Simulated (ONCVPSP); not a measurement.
# Cl: variants of one ONCV potential

Base potential:

ONCVPSP 4.0.1 input, shortened (lines: element, Z, core and valence counts, functional; n l f; lmax; l rc ep ncon nbas qcut; lloc lpopt rc5 dvloc0; l nproj debl; icmod fcfact rcfact), PBE, scalar-relativistic:

```
  Cl 17.00    3    2        4      upf
    1    0    2.00
    2    0    2.00
    2    1    6.00
    3    0    2.00
    3    1    4.00
    1
    0    1.30    0.00    5    9    5.10
    1    1.50    0.00    5    9    5.70
    4    1    0.85    0.00
    0    2    0.50
    1    3    0.80
    3    5.50    1.00
```

In the s channel the program set the typed energies aside and used -1.179, 0.250 Ha.

Cutoffs, loose and tight: the cutoffs (Ha) at which the residual kinetic energy of the hardest occupied pseudo-wave falls to 1 and 0.1 mHa per electron. They do not see the model core or the augmentation charge, which bear on the density cutoff. Test errors are all-electron minus pseudo excitation energies from the reference, over the configurations 3s2 3p5; 3s2 3p3; 3s2 3p2; 3s1 3p5. A dash means not determined; rows that change the core or the reference have their own tests.

A true bound ghost makes a file unfit for plane-wave use even where its test errors are small: the radial tests pick states by their node count and pass the ghost by.

```tsv
change	outcome	cutoff, loose	cutoff, tight	bound ghosts	GHOST(+) flags above zero	largest test error (meV)
base	generated, projector energies reset by the program	25 Ha	90 Ha	p	s, p	+26
reference 3s1.5 3p5.5	generated, projector energies reset by the program	24 Ha	87 Ha	p	s, p	+36
core correction Teter function, fcfact 3.2, rcfact 1	generated, projector energies reset by the program	25 Ha	90 Ha	p	s, p	+25
p: nbas 8	generated, projector energies reset by the program	25 Ha	90 Ha	p	s, p	+27
local potential polynomial inside 0.85 bohr (lpopt 1, dvloc0 4.5 Ha)	generated, projector energies reset by the program	25 Ha	90 Ha	p	s, p	+26
core correction none	generated, projector energies reset by the program	25 Ha	90 Ha	p	s, p	+25
s: qcut 6.6; p: qcut 7.3	generated, projector energies reset by the program	17 Ha	22 Ha	p	s, p	+27
p: rc 2.18	generated, projector energies reset by the program	25 Ha	90 Ha	none	s	+3.8
local potential polynomial inside 0.95 bohr (lpopt 5, dvloc0 3 Ha)	generated, projector energies reset by the program	25 Ha	90 Ha	p	s, p	+26
s: debl 1.5	generated	25 Ha	90 Ha	p	s, p	+26
s: qcut 5.3	generated, projector energies reset by the program	18 Ha	59 Ha	p	s, p	+26
core correction Teter function, fcfact 5.5, rcfact 1.22	generated, projector energies reset by the program	25 Ha	90 Ha	p	s, p	+28
p: nproj 2	generated, projector energies reset by the program	25 Ha	90 Ha	none	s	+26
```
